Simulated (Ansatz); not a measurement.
Mulliken charges of C$_{2}$H$_{3}$BrO, SMILES `BrC1CO1` from r2SCAN/def2-TZVPP in Ansatz (PBE0-D4/def2-TZVP geometry).

| atom | x (Å) | y (Å) | z (Å) | charge (e) |
| --- | --- | --- | --- | --- |
| Br1 | 1.346 | -0.897 | -1.581 | -0.113 |
| C2 | -0.150 | -0.460 | -0.457 | 0.156 |
| C3 | 0.018 | 0.456 | 0.657 | 0.032 |
| O4 | -0.661 | 0.820 | -0.549 | -0.300 |
| H5 | -0.861 | -1.279 | -0.448 | 0.092 |
| H6 | 0.986 | 0.927 | 0.799 | 0.074 |
| H7 | -0.616 | 0.364 | 1.534 | 0.060 |

By hand: the dipole of these point charges (1 e Å = 4.8032 D).

Σ q r = (-0.020, -0.229, 0.403) e Å, of length 0.464 e Å = 2.23 D.

How does the dipole of the full density compare? (Estimate.)

Ansatz gave: (-0.106, -0.098, 0.432) e Å, 2.19 D; the point charges give 1.02 times that, at 20° from its direction.

Point charges leave out the atoms' own dipoles, such as those of lone pairs, and Mulliken's split depends on the basis, so the two needn't agree.
